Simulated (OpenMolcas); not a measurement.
**Lines of W III: computed and rescaled rates**

| Quantity | Value |
| --- | --- |
| Program | OpenMolcas 26.06 |
| Method | MS-CASPT2, IPEA 0.25 Eh, imaginary shift 0.1 Eh (closed shells correlated: 5s 5p) |
| Basis | ANO-RCC-VTZP [8s7p5d3f2g1h] |
| Scalar Hamiltonian | DKH2, point nucleus |
| Active space | 4 electrons in 5 orbitals (5d) |
| State averaging | 2S+1 = 5 even, 5 roots; 2S+1 = 3 even, 45 roots; 2S+1 = 1 even, 50 roots |
| Spin-orbit coupling | RASSI with atomic mean-field integrals over the reference wave functions, term energies averaged over their components |

Rates come from the transition moments of the reference wave functions (E1 and E2 in the length form). At fixed line strength A goes as λ^-3 for E1 and M1 and as λ^-5 for E2, so a rate at the computed wavelength can be rescaled to the measured one. Measured vacuum wavelengths follow from level energies in NIST levels as listed in McCann et al., Mon. Not. R. Astron. Soc. 538, 537 (2025). Branching counts decays inside the model space alone, at computed energies, and the table is only a selection of the M1 lines, drawn from those between levels with measured partners whose computed energy lies within a factor of 1.5 of the measured one.

```csv
Upper,Lower,Type,λ computed (nm),λ measured (nm),A computed (s-1),A rescaled (s-1),Branching %
5d⁴ ⁵D₄,5d⁴ ⁵D₃,M1,6427,7098,9.30e-02,6.90e-02,100.0
5d⁴ ⁵D₃,5d⁴ ⁵D₂,M1,5260,5505,2.95e-01,2.57e-01,100.0
5d⁴ ⁵D₁,5d⁴ ⁵D₀ [72 %],M1,4562,4432,4.59e-01,5.01e-01,100.0
5d⁴ ⁵D₂,5d⁴ ⁵D₁,M1,4507,4535,5.48e-01,5.38e-01,100.0
5d⁴ ³H₄ [59 %],5d⁴ ⁵D₄,M1,1385,1663,1.87e+00,,78.2
5d⁴ ³H₄ [59 %],5d⁴ ⁵D₃,M1,1139,1347,5.22e-01,,21.8
5d⁴ ³P₀(1) [62 %],5d⁴ ⁵D₁,M1,1016,1308,1.68e+01,,100.0
5d⁴ ³P₁(1),5d⁴ ⁵D₂,M1,863.7,1188,1.05e+01,,89.4
```

Spin-changing lines and M1 lines between different terms are not rescaled, since their strength hangs on the term gaps too.

The largest correction is for 5d⁴ ⁵D₄ → 5d⁴ ⁵D₃ (M1): 9.30e-02 × (6427 / 7098)^3 = 6.90e-02 s-1, a factor of 0.74.

The computed rate and branching of 5d⁴ ⁵D₁ → 5d⁴ ⁵D₀ [72 %] give the upper level a radiative lifetime of 1.000 / 4.59e-01 s-1 = 2.18e+00 s, counting decays inside the model space alone. The rescaled rate gives about 2.0e+00 s.

The computed order of these levels differs from the measured one in 1 place, and where term gaps are wrong the rates of spin-changing lines can be off by large factors.

These are rates of the free ion; in crystals, glasses and complexes forced electric-dipole and non-radiative decay shorten such lifetimes by orders of magnitude. No measured rate stands beside these. Rescaling mends the energy factor alone: line strengths can still be far off where a level mixes with configurations outside the active space, and weak or spin-changing lines hang on small mixing coefficients that depend on the term gaps too, so rescaling need not improve them.

Term energies are means over components that CASPT2 splits; among the terms shown or strongly mixed into the levels shown the widest spread is 550 cm-1 (5d⁴ ¹G(1)). Over all roots computed the reference weight is 0.90 to 0.95; the roots of lowest weight are the least certain, and an intruder state may touch them. Configurations with an s electron lie low in 5d ions of this charge, fall among these levels and mix in, so low-spin terms can stand far too high, up to twice their true height, and weights are not those of the real levels. Some terms miss by over 15 % even with CASPT2, which points to a basis or an active space too small for the shells correlated. Measured partners are found by configuration, term and J. A level has none where our copy of the source lacks it or the pairing is in doubt (some pairs that miss far off the trend of their configuration count as doubtful). Levels of configurations outside the active space are missing.

A share in square brackets marks a mixed level and gives the weight of the term that names it. A number in round brackets counts repeated terms of one configuration in the order of the reference energies.
